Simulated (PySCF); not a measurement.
Rigid-rotor lines calculated for a species of formula CH7ClGeOSi (commonest isotopes; PBE0-D3(BJ)/def2-SVP geometry optimisation, gas phase in PySCF 2.14.0), labelled J(Ka,Kc):

| transition | MHz |
| --- | --- |
| 2(1,1) ← 1(1,0) | 4212.4 |
| 2(1,2) ← 1(1,1) | 3630.3 |
| 1(0,1) ← 0(0,0) | 1960.7 |
| 1(1,1) ← 0(0,0) | 3553.7 |
| 2(0,2) ← 1(0,1) | 3885.0 |

Q: Find the rotational constants.

A: 1(0,1) ← 0(0,0) is B + C, 2(1,1) ← 1(1,0) is 3B + C and 2(1,2) ← 1(1,1) is B + 3C, so B − C is half the difference of the last two, 291.0 MHz. 1(1,1) ← 0(0,0) is A + C. A = 2718.9, B = 1125.9, C = 834.8 MHz.

Q: What moments of inertia, asymmetry and inertial defect follow?

A: I = 505379 MHz·u·Å² over each constant: Ia = 185.88, Ib = 448.87, Ic = 605.39 u·Å²; κ = (2B − A − C)/(A − C) = -0.691 (asymmetric top); Δ = Ic − Ia − Ib = -29.36 u·Å².

Q: Which dipole components do these lines need?

A: μa and μb (a-type: ΔKa even, ΔKc odd; b-type: both odd). The calculation gives |μa| = 0.29 D, |μb| = 0.11 D, |μc| = 0.51 D.

Q: Predict further lines from these constants: 3(2,2) ← 2(2,1); 2(1,1) ← 1(0,1); 3(2,1) ← 2(1,2); 3(3,0) ← 2(2,1); 3(3,1) ← 3(2,2); 3(3,0) ← 3(2,1); 2(2,1) ← 1(1,1); 3(2,1) ← 3(1,2); 3(1,3) ← 3(0,3).

A: 
```tsv
transition	MHz	type	branch
3(1,3) ← 3(0,3)	1022	c	Q
3(2,1) ← 3(1,2)	4545	b	Q
3(2,2) ← 2(2,1)	5882	a	R
2(1,1) ← 1(0,1)	6097	c	R
3(3,0) ← 3(2,1)	8539	b	Q
3(3,1) ← 3(2,2)	8714	b	Q
2(2,1) ← 1(1,1)	9283	c	R
3(2,1) ← 2(1,2)	11712	b	R
3(3,0) ← 2(2,1)	14599	b	R
```

Q: Which structure gave them?

A: `ClC[SiH2][O][GeH3]`, point group C1. Three constants can't fix a structure by themselves; this is the one that was computed:
```xyz
12
CH7ClGeOSi angstrom
Cl    -0.833    0.957   -1.856
C     -1.676    0.711   -0.290
Si    -0.901   -0.762    0.609
O      0.699   -0.490    0.886
Ge     2.145   -0.016   -0.047
H     -1.580    1.642    0.288
H     -2.744    0.550   -0.504
H     -1.592   -0.917    1.923
H     -1.116   -1.975   -0.236
H      2.123    1.508   -0.238
H      2.141   -0.761   -1.392
H      3.333   -0.445    0.829
```

The values belong to one conformer (point group C1) with, in the numbering `[Cl:1][CH2:2][SiH2:3][O:4][GeH3:5]`, Cl1–C2–Si3–O4 60°, C2–Si3–O4–Ge5 -52°. PBE0-D3(BJ)/def2-SVP frequencies: not computed here. Zero-point vibration and centrifugal distortion are left out. A rigid rotor knows nothing of internal rotation, which can split or shift real lines. Quadrupole hyperfine structure (35Cl) is left out.

The run took 89 s on an x86-64 server with one thread, shared host. These figures are those of the optimisation.
